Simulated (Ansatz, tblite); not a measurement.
Cost and result up the ladder for AlF3 (4 atoms). Total charge 0; singlet. Geometry: PBE-D4/def2-TZVP.

Cartesian coordinates in Å:
```
Al 0.0000 0.0000 0.0000
F -1.0198 -0.1763 1.2813
F 1.6107 -0.2919 0.1832
F -0.5908 0.4681 -1.4645
```

Ansatz on 2 threads of AMD EPYC 7R43 on a shared host; xTB runs through tblite on one thread. Times are rough, summed over both states, and most runs start from the orbitals of an earlier one. PBE-QIDH/def2-TZVP serves as the yardstick here, not as an exact answer. The other state is a doublet.

The xTB rows come from tblite. HSE06 is defined as in plane-wave codes, on full-range PBE exchange. Correlated methods freeze 8 core orbitals.

Raw xTB energies of ions are shifted by several eV.

| level | functions | wall time |
| --- | --- | --- |
| GFN2-xTB | 21 | 0.009 s |
| GFN1-xTB | 21 | 0.011 s |
| LDA (SPW92)/def2-TZVP | 130 | 1.6 s |
| PBE-D4/def2-TZVP | 130 | 2.8 s |
| HSE06-D4/def2-TZVP | 130 | 4.2 s |
| PBE0-D4/def2-TZVP (with forces) | 130 | 4.4 s |
| r2SCAN-D4/def2-TZVP (with forces) | 130 | 6.1 s |
| PBE-QIDH/def2-TZVP | 130 | 8.2 s |
| B2PLYP/def2-TZVP | 130 | 8.3 s |
| ωB97X-V/def2-TZVP | 130 | 19 s |
| CCSD(T)/def2-TZVPP | 135 | 79 s |

Q: Estimate what each level gives for the vertical IE (eV).

A: 
```json
{"level": "GFN2-xTB", "vertical IE (eV)": "18.61", "difference from PBE-QIDH/def2-TZVP (eV)": "2.97", "remarks": "–"}
{"level": "GFN1-xTB", "vertical IE (eV)": "19.02", "difference from PBE-QIDH/def2-TZVP (eV)": "3.38", "remarks": "–"}
{"level": "LDA (SPW92)/def2-TZVP", "vertical IE (eV)": "13.84", "difference from PBE-QIDH/def2-TZVP (eV)": "-1.80", "remarks": "–"}
{"level": "PBE-D4/def2-TZVP", "vertical IE (eV)": "13.50", "difference from PBE-QIDH/def2-TZVP (eV)": "-2.14", "remarks": "–"}
{"level": "HSE06-D4/def2-TZVP", "vertical IE (eV)": "14.31", "difference from PBE-QIDH/def2-TZVP (eV)": "-1.33", "remarks": "–"}
{"level": "PBE0-D4/def2-TZVP (with forces)", "vertical IE (eV)": "14.34", "difference from PBE-QIDH/def2-TZVP (eV)": "-1.30", "remarks": "–"}
{"level": "r2SCAN-D4/def2-TZVP (with forces)", "vertical IE (eV)": "13.82", "difference from PBE-QIDH/def2-TZVP (eV)": "-1.82", "remarks": "–"}
{"level": "PBE-QIDH/def2-TZVP", "vertical IE (eV)": "15.64", "difference from PBE-QIDH/def2-TZVP (eV)": "0.00", "remarks": "–"}
{"level": "B2PLYP/def2-TZVP", "vertical IE (eV)": "14.67", "difference from PBE-QIDH/def2-TZVP (eV)": "-0.97", "remarks": "–"}
{"level": "ωB97X-V/def2-TZVP", "vertical IE (eV)": "14.82", "difference from PBE-QIDH/def2-TZVP (eV)": "-0.82", "remarks": "–"}
{"level": "CCSD(T)/def2-TZVPP", "vertical IE (eV)": "15.43", "difference from PBE-QIDH/def2-TZVP (eV)": "-0.21", "remarks": "large T1 (+1 doublet)"}
```
